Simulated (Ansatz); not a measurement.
```yaml
crystal:
  periodic: [true, true, true]
  atoms:
    - {symbol: C, position_ang: [0.655011, -0.717898, 1.454931]}
    - {symbol: N, position_ang: [0.202431, -0.115825, 0.394189]}
    - {symbol: Mo, position_ang: [-0.252860, 0.709279, -0.827614]}
    - {symbol: O, position_ang: [-1.251397, -0.328040, -1.760282]}
    - {symbol: F, position_ang: [0.457257, 2.269645, -0.679897]}
    - {symbol: F, position_ang: [-1.658038, 1.495656, -0.230499]}
    - {symbol: F, position_ang: [1.032011, 0.434881, -1.934874]}
    - {symbol: H, position_ang: [0.183384, -1.598054, 1.577401]}
    - {symbol: H, position_ang: [0.495178, -0.144617, 2.265950]}
    - {symbol: H, position_ang: [1.642401, -0.884200, 1.356448]}
    - {symbol: H, position_ang: [-1.445211, -1.173360, -1.596894]}
basis:
  gaussian: {orbitals: def2-TZVPP, point_charges: [{charge: 1.00, position_ang: [5.158, 0.046, -0.885]}]}
hamiltonian: {xc: {name: wB97X}}
scf: {lower_state_search: off}
```

```sh
$ ansatz run in.yaml --threads 4 --pin off --events-out ev --progress --plain --max-ram 11315MiB
```

Shortened log:

```
Error: YAML parse error: error: line 2 column 3: crystal: missing field `lattice` (a structure is typed as `lattice` and `atoms`, a molecule's as `atoms` in Å alone, or read from a run's directory, `checkpoint`)
 --> <input>:2:3
1 | crystal:
2 |   periodic: [true, true, true]
3 |   atoms:
4 |     - {symbol: C, position_ang: [0.655011, -0.717898, 1.454931]}
```

Problem. Something in this input is off. What?

Solution. The molecule is marked periodic without a cell. The program refused the input.
